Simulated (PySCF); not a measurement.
C$_{3}$H$_{12}$Si$_{3}$, charge +1, doublet, geometry from GFN2-xTB (a state made from the parent by changing its charge; the spin is typed, not shown lowest); MP2/def2-SV(P) (PySCF).

PySCF was given this input:
```python
from pyscf import gto, scf, mp

mol = gto.Mole()
mol.atom = '''
    C    -0.71168148    1.23351100   -1.07636252
    Si    1.07543037    1.43687106   -0.47476721
    C     1.87943260   -0.28895713   -0.16239899
    Si    0.75114891   -1.44239867    0.89544079
    C    -1.01445039   -1.45475052    0.20294709
    Si   -1.90909574    0.26137304    0.09741523
    H    -0.72855834    0.76450007   -2.05941756
    H    -1.19188360    2.20351012   -1.19113742
    H     1.87332515    1.92538266   -1.61317056
    H     1.13006559    2.22518524    0.75334844
    H     2.08858443   -0.76717264   -1.11779216
    H     2.83828187   -0.16102186    0.33336312
    H     1.34542763   -2.76177822    0.61738993
    H     0.76760630   -0.99306247    2.28487176
    H    -1.67107591   -2.05120094    0.83362568
    H    -1.03076586   -1.91877697   -0.78248000
    H    -1.95484625    0.89334961    1.41458385
    H    -3.23073498    0.12042935   -0.51154193
'''
mol.basis = 'def2-sv(p)'
mol.charge = 1
mol.spin = 1
mol.verbose = 4
mol.build()

mf = scf.UHF(mol)
mf.kernel()

pt = mp.MP2(mf, frozen=18)
pt.kernel()
print('E(MP2) = %.10f' % pt.e_tot)
```

The log (banner, timings and long lists left out):

```
PySCF version 2.14.0

[INPUT] verbose = 4
[INPUT] num. atoms = 18
[INPUT] num. electrons = 71
[INPUT] charge = 1
[INPUT] spin (= nelec alpha-beta = 2S) = 1
[INPUT] symmetry False subgroup None
[INPUT] Mole.unit = angstrom
[INPUT] Symbol           X                Y                Z      unit          X                Y                Z       unit  Magmom
[...]
nuclear repulsion = 443.460624802526
number of shells = 66
number of NR pGTOs = 228
number of NR cGTOs = 120
basis = def2-sv(p)
ecp = {}

******** <class 'pyscf.scf.uhf.UHF'> ********
method = UHF
initial guess = minao
damping factor = 0
level_shift factor = 0
DIIS = <class 'pyscf.scf.diis.CDIIS'>
diis_start_cycle = 1
diis_space = 8
diis_damp = 0
SCF conv_tol = 1e-09
SCF conv_tol_grad = None
SCF max_cycles = 50
direct_scf = True
direct_scf_tol = 1e-13
number electrons alpha = 36  beta = 35
Set gradient conv threshold to 3.16228e-05
init E= -987.398940457413

cycle= 1 E= -986.57861367463  delta_E= 0.82  |g|= 0.313  |ddm|= 2.64
cycle= 2 E= -986.66845479108  delta_E= -0.0898  |g|= 0.103  |ddm|= 0.584
cycle= 3 E= -986.678408767949  delta_E= -0.00995  |g|= 0.0499  |ddm|= 0.181
cycle= 4 E= -986.682127936263  delta_E= -0.00372  |g|= 0.0251  |ddm|= 0.0832
cycle= 5 E= -986.685289075151  delta_E= -0.00316  |g|= 0.0258  |ddm|= 0.0745
cycle= 6 E= -986.685696922447  delta_E= -0.000408  |g|= 0.0258  |ddm|= 0.00944
cycle= 7 E= -986.691060058009  delta_E= -0.00536  |g|= 0.0234  |ddm|= 0.128
cycle= 8 E= -986.691731545704  delta_E= -0.000671  |g|= 0.0674  |ddm|= 0.367
cycle= 9 E= -986.696093372754  delta_E= -0.00436  |g|= 0.00621  |ddm|= 0.185
cycle= 10 E= -986.695927231035  delta_E= 0.000166  |g|= 0.0135  |ddm|= 0.0253
cycle= 11 E= -986.69633026829  delta_E= -0.000403  |g|= 0.00285  |ddm|= 0.0447
cycle= 12 E= -986.696362327293  delta_E= -3.21e-05  |g|= 0.000568  |ddm|= 0.0172
cycle= 13 E= -986.696363004997  delta_E= -6.78e-07  |g|= 0.000442  |ddm|= 0.00236
cycle= 14 E= -986.696363239627  delta_E= -2.35e-07  |g|= 0.000247  |ddm|= 0.00213
cycle= 15 E= -986.696363326094  delta_E= -8.65e-08  |g|= 0.0001  |ddm|= 0.00111
cycle= 16 E= -986.696363340833  delta_E= -1.47e-08  |g|= 1.71e-05  |ddm|= 0.000325
cycle= 17 E= -986.696363341418  delta_E= -5.85e-10  |g|= 8.39e-06  |ddm|= 5.26e-05
Extra cycle  E= -986.696363341516  delta_E= -9.8e-11  |g|= 5.29e-06  |ddm|= 1.48e-05
converged SCF energy = -986.696363341516  <S^2> = 0.76772119  2S+1 = 2.0176434

******** <class 'pyscf.mp.ump2.UMP2'> ********
nocc = (np.int64(18), np.int64(17)), nmo = (102, 102)
frozen orbitals 18
E(UMP2) = -987.303577525111  E_corr = -0.607214183594694
E(SCS-UMP2) = -987.307468127206  E_corr = -0.611104785689645
E_corr(same-spin) = -0.135637193796909
E_corr(oppo-spin) = -0.471576989797785
E(MP2) = -987.3035775251
```
